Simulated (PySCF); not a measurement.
A compound of formula Si33H38 has these computed shifts in ppm, with the number of atoms in brackets (GIAO OPBE/pcSseg-1, gas phase, PySCF SCF with an in-house response code, fitting set def2-universal-JFIT, grid level 2, non-relativistic, geometry: GFN2-xTB; 1H, 29Si against isolated TMS).

1H: 4.82 (2), 4.69 (1), 4.59 (1), 4.47 (2), 4.37 (2), 4.37 (2), 4.36 (2), 4.32 (2), 4.29 (2), 4.29 (1), 4.16 (2), 4.15 (2), 4.15 (1), 4.15 (2), 4.14 (2), 4.14 (2), 4.09 (2), 4.09 (2), 4.08 (2), 4.06 (2), 3.98 (2)
29Si: -95.6 (1), -96.9 (2), -99.0 (2), -99.9 (2), -100.5 (2), -103.6 (1), -104.5 (1), -105.3 (2), -105.9 (2), -108.8 (2), -113.0 (2), -114.7 (2), -118.5 (2), -121.8 (1), -122.2 (2), -127.6 (1), -132.1 (2), -134.7 (2), -135.6 (2)

(1) Which structure gave them?

## Answers

(1) [SiH2]1[Si@@H]2[SiH2][Si@]34[SiH2][Si@@H]5[SiH2][Si@@H]6[Si@H]3[Si@H]1[Si@H]1[Si@@H]3[Si@H]7[Si@@H]8[SiH2][Si@@H]9[SiH2][Si@]7%10[SiH2][Si@@]1([SiH2]2)[Si@H]4[Si@@]12[Si@H]5[Si@@H]4[SiH2][Si@@H]([Si@H]8[Si@@]([SiH2]9)([SiH2]4)[Si@H]%101)[Si@]362. Other isomers were not compared.
